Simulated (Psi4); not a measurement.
C3H6Cl (SMILES CC[CH-]Cl), charge -1, singlet, at a GFN2-xTB geometry (a gas-phase anion, which may not be bound at this level). Base run: CCSD(T)/3-21G (Psi4).

Here is a job for Psi4.
```
memory 2 GB

molecule {
-1 1
C     0.87874214   -0.57746196    0.01178248
C     2.36128716   -0.21090347    0.01892378
C     0.05260727    0.70987802    0.08469850
H     0.66331677   -1.19415500    0.89661526
H     0.68416168   -1.22068093   -0.87379508
H     2.99566787   -1.10167485    0.03968092
Cl   -1.73162036    0.11908892    0.00897987
H     2.61173789    0.36877995   -0.87023935
H     2.58650261    0.40082008    0.89158272
H     0.14033970    1.19332350   -0.92893097
}

set {
  basis 3-21g
}

energy('ccsd(t)')
print_variables()
```

Question: The base was run again with changes. Order these runs by total energy, lowest first: method = dlpno-mp2 | method = mp2.5 | method = mp3 | method = scs-mp2 | method = cepa(1).

Answer: method = cepa(1) (ΔE vs base (mEh) 7.318), method = mp3 (ΔE vs base (mEh) 21.952), method = mp2.5 (ΔE vs base (mEh) 36.696), method = scs-mp2 (ΔE vs base (mEh) 46.686), method = dlpno-mp2 (ΔE vs base (mEh) 51.561)

A gas-phase anion may not be bound at this level; its values then depend on the basis.
